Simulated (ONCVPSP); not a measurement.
**Varying the ONCV potential for Ne (Z = 10)**

Base potential:

Ne, optimised norm-conserving Vanderbilt (ONCV), made with ONCVPSP 4.0.1 (PBE, non-relativistic). Core [He], reference 2s2 2p4.5 (charge +1.5). Waves: 2s: rc 0.45 bohr, ncon 3, nbas 6, qcut 15.7 1/bohr, 2 projectors, debl 1.1 Ha; 2p: rc 1.30 bohr, ncon 4, nbas 8, qcut 10.6 1/bohr, 2 projectors, debl 1.2 Ha. Local part: polynomial inside 0.35 bohr (lpopt 5, dvloc0 3 Ha). Core correction: Teter function, fcfact 2, rcfact 1.75.

In the s channel the program set the typed energies aside and used -2.439, 0.250 Ha. In the p channel the program set the typed energies aside and used -1.585, 0.250 Ha.

Cutoffs, loose and tight: the cutoffs (Ha) at which the residual kinetic energy of the hardest occupied pseudo-wave falls to 1 and 0.1 mHa per electron. They do not see the model core or the augmentation charge, which bear on the density cutoff. Test errors are all-electron minus pseudo excitation energies from the reference, over the configurations 2s2 2p6; 2s2 2p5; 2s2 2p4; 2s2 2p2. A dash means not determined; rows that change the core or the reference have their own tests.

1 further variants are left out, since the program set their typed debl aside.

A true bound ghost makes a file unfit for plane-wave use even where its test errors are small: the radial tests pick states by their node count and pass the ghost by.

```tsv
change	outcome	cutoff, loose	cutoff, tight	bound ghosts	GHOST(+) flags above zero	largest test error (meV)
base	generated, projector energies reset by the program	524 Ha	964 Ha	s	none	+1714
p: qcut 15.7	generated, projector energies reset by the program	524 Ha	964 Ha	s	none	+901
core correction Teter function, fcfact 2, rcfact 1.1	generated, projector energies reset by the program	524 Ha	964 Ha	s	none	+1739
reference 2s2 2p3	generated, projector energies reset by the program	565 Ha	982 Ha	s	none	+1309
core correction Teter function, fcfact 2.3, rcfact 1.75	generated, projector energies reset by the program	524 Ha	964 Ha	s	none	+1717
```

Q: What comes out with this change to the base: s: rc 0.46?

A: outcome: generated, projector energies reset by the program; cutoff, loose: 548 Ha; cutoff, tight: 934 Ha; bound ghosts: s; GHOST(+) flags above zero: none; largest test error (meV): +1714.

Q: What comes out with this change to the base: p: qcut 6?

A: outcome: generated, projector energies reset by the program; cutoff, loose: 524 Ha; cutoff, tight: 964 Ha; bound ghosts: s; GHOST(+) flags above zero: p; largest test error (meV): +4327.
